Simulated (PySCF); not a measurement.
**Question.** What does the PBE0-D3(BJ)/def2-SVP structure of `C[Se](C)=O` look like in three dimensions?

**Answer.** 
```xyz
10
C2H6OSe angstrom
C     -0.9257    1.1060    0.1526
Se    -0.7767   -0.8226   -0.1151
C      1.1402   -0.7636   -0.4798
O     -0.8797   -1.4361    1.4015
H     -1.9780    1.3239    0.3788
H     -0.6033    1.6565   -0.7423
H     -0.3021    1.3504    1.0234
H      1.6309   -0.3273    0.4015
H      1.4743   -1.8009   -0.6124
H      1.3441   -0.1794   -1.3885
```

Orientation and origin are arbitrary. Atoms count from 1 in this order. Se2 (selenium bonded to 2 C and O) is pyramidal (angles 104.2°, 103.8° and 94.1°, sum 302.0°, 0.83 Å off the plane of its three neighbours).

Bonds between heavy atoms (Å): C1–Se2 1.953, Se2–C3 1.952, Se2=O4 1.639.

Computed with PBE0-D3(BJ)/def2-SVP geometry optimisation, gas phase in PySCF.

No PBE0-D3(BJ)/def2-SVP frequencies stand behind this structure, so it isn't proved a minimum.
